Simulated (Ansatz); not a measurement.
`C[CH2][AlH][AlH2]` + `N[SiH2]F` → `F[SiH2][NH][AlH2]` + `C[CH2][AlH2]` at 600 K and 1 bar (cleavage of the Al–Al bond).

Calculated with Ansatz (gas phase, PBE0-D4/def2-TZVP geometries, no zero-point term in ΔE). CCSD(T)/CBS adds triple-zeta CCSD(T) − MP2 to the extrapolated MP2 energy (def2 sets, frozen cores). One conformer a species, not always the lowest.

| species | CCSD(T)/CBS energy (Eh) | H − E (kJ/mol) | S (J/(mol·K)) |
| --- | --- | --- | --- |
| `C[CH2][AlH][AlH2]` | -564.91212 | 290.8 | 477.9 |
| `N[SiH2]F` | -446.07709 | 163.0 | 343.3 |
| `F[SiH2][NH][AlH2]` | -688.71689 | 189.9 | 420.8 |
| `C[CH2][AlH2]` | -322.31200 | 254.0 | 384.9 |

H − E and S are ideal-gas, rigid-rotor, harmonic terms from PBE0-D4/def2-TZVP, for one conformer and one mirror image of each species. 1 Eh = 2625.50 kJ/mol, R = 8.31446 J/(mol·K).

Q: By hand: ΔE, ΔH, ΔS and ΔG.

A: ΔE = (-688.71689) + (-322.31200) − (-564.91212) − (-446.07709) = -0.03968 Eh = -104.2 kJ/mol. Δ(H − E) = 189.9 + 254.0 − 290.8 − 163.0 = -9.9, so ΔH = -114.1 kJ/mol. ΔS = 420.8 + 384.9 − 477.9 − 343.3 = -15.5 J/(mol·K). ΔG = -114.1 − 600 × (-15.5)/1000 = -104.8 kJ/mol.

Q: By hand: the equilibrium constant, and the temperature at which ΔG would vanish if ΔH and ΔS stayed fixed.

A: log₁₀ K = −ΔG/(RT ln 10) = 9.1. ΔG = 0 at ΔH/ΔS = 7361 K, far beyond where these terms or the molecules hold.

ΔH outweighs TΔS. A doubt of 5 kJ/mol in ΔE shifts log₁₀ K by 0.4 here. Other conformers and mirror images would add mixing entropy, several J/(mol·K) or more a flexible species. Modes under 60 cm⁻¹, often nearly free rotors, make the harmonic entropy too high. These are equilibria of isolated gas molecules and say nothing of rates. Largest T1 diagnostic: 0.012 (customary marks: 0.02 for closed shells, 0.045 for open ones).
